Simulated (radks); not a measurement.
The hafnium ion Hf+, configuration [Xe] 4f14 5d1 6s1 6p1 (not the ground configuration).

All-electron calculation, Dirac Kohn-Sham, PBE, spin-unpolarised, spherical densities, finite nucleus; open shells fill j = l - 1/2 first; Fermi nuclear charge, rms radius 5.347 fm. Program: a radial shooting solver on a logarithmic mesh with Libxc functionals.

Energy parts (eV):
part                       energy
total                  -410761.89
kinetic                 459299.97
electron-nucleus      -1022108.00
Hartree                 160463.97
exchange-correlation     -8417.83

Orbitals (lengths in bohr, moments of r in powers of bohr; <r^-3> diverges for s and p1/2; r(max) is where P^2 peaks; r(90%) holds 90 % of the orbital's charge):
orbital,occ.,eigenvalue (eV),r(90%),<r^-3>,r(max),<r>
1s1/2,2,-65188.62,0.0345,-,0.01190,0.01899
2s1/2,2,-11150.47,0.125,-,0.06826,0.07978
2p1/2,2,-10651.94,0.110,-,0.05091,0.06612
2p3/2,4,-9460.149,0.120,14850,0.05754,0.07385
3s1/2,2,-2548.523,0.306,-,0.1924,0.2082
3p1/2,2,-2327.052,0.298,-,0.1804,0.1981
3p3/2,4,-2071.645,0.318,3320,0.1940,0.2124
3d3/2,4,-1696.083,0.290,571.2,0.1524,0.1863
3d5/2,6,-1640.376,0.296,490.5,0.1562,0.1908
4s1/2,2,-521.6725,0.673,-,0.4379,0.4682
4p1/2,2,-430.8553,0.691,-,0.4383,0.4746
4p3/2,4,-372.4218,0.739,759.6,0.4673,0.5075
4d3/2,4,-223.0193,0.794,113.4,0.4660,0.5286
4d5/2,6,-212.3191,0.812,95.38,0.4752,0.5401
5s1/2,2,-77.2198,1.63,-,1.016,1.133
5p1/2,2,-51.4227,1.84,-,1.098,1.259
5p3/2,4,-43.5505,2.00,100.3,1.184,1.365
4f5/2,6,-28.1366,1.13,16.01,0.4521,0.6690
4f7/2,8,-26.3909,1.16,15.23,0.4573,0.6814
6s1/2,1,-12.4704,4.48,-,2.722,3.094
5d3/2,1,-11.8944,3.31,6.418,1.592,2.099
5d5/2,0,-11.3111,3.43,5.220,1.640,2.169
6p1/2,1,-7.9715,5.55,-,3.303,3.794
6p3/2,0,-7.2387,5.93,9.562,3.546,4.062

The highest occupied level is 6p1/2 at -7.971 eV. The configuration is held as typed, so some empty levels lie below it. The electron density at the nucleus is 1.209e+06 e/bohr^3. The density falls to 0.001 e/bohr^3 at r = 4.79 bohr.
